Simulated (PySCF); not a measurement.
F₂HOS, SMILES [OH+]=S(F)F, charge +1. Atoms are numbered in the order given.

```xyz
5

O      1.4165     0.1661     0.0000
S      0.0097    -0.4638     0.0000
F     -0.7235     0.2745    -1.1688
F     -0.7235     0.2745     1.1688
H      1.5349     1.1501     0.0000
```
Charge +1, spin multiplicity 1.

Coordinates come from a B3LYP-D3(BJ)/def2-SVP optimisation. The isomer is the one that the SMILES or the coordinates give; other isomers of the formula were not compared.

Level of theory: B3LYP/def2-TZVPD run with PySCF.

Symmetry labels are those of the subgroup Cs that the program uses (full group Cs).

Computed valence orbital energies around the gap with their symmetry:
| orbital | symmetry | energy (eV) |
|---|---|---|
| HOMO−7 | A" | -23.70 |
| HOMO−6 | A' | -22.50 |
| HOMO−5 | A' | -21.29 |
| HOMO−4 | A" | -20.57 |
| HOMO−3 | A" | -19.82 |
| HOMO−2 | A' | -19.28 |
| HOMO−1 | A" | -18.50 |
| HOMO | A' | -18.20 |
| LUMO | A" | -8.92 |
| LUMO+1 | A' | -8.52 |
| LUMO+2 | A' | -6.47 |
| LUMO+3 | A' | -5.22 |
